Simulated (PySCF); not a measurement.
Harmonic spectrum computed at B3LYP in the def2-SVP basis family (core potentials from Rb on, PySCF, no spin–orbit coupling):

```
symmetry  ω (cm⁻¹)  IR (km/mol)
      a1        61          0.1
      a1       218          2.0
      b2       219          2.7
```

Q: Which molecule gave it? In each, all ligands are bound to the one heavy central atom.
A. IrI₂ (quartet)
B. SiI₂ (singlet)
C. PdI₂ (singlet)
D. CoI₂ (quartet)

A: C. It has C2v symmetry with Pd–I 2.525 Å (×2).
